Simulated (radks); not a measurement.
Task: Coherent X-ray form factor from a spherical all-electron density. Method: Dirac Kohn-Sham, PBE, spin-unpolarised, spherical densities, point nucleus; computed with a radial shooting solver on a logarithmic mesh with Libxc functionals.

sin(theta)/lambda (1/angstrom),f0 (electrons)
0.05,67.088
0.1,64.742
0.15,61.643
0.2,58.223
0.25,54.707
0.3,51.250
0.4,44.928
0.5,39.600
0.6,35.141
0.8,28.113
1,23.048
1.25,18.905
1.5,16.330
2,12.840

The species is in the configuration that NIST lists as its ground one. Which atom or ion scatters so?

Result: The thulium ion Tm+, [Xe] 4f13 6s1. Extrapolating in s^2 from the first two rows gives f0(0) = 67.9, near the electron count 68; among species with that count, the fall with angle is slower the higher Z, and the table is that of Z = 69; from so few rows the species is fixed only to a neighbour or two.
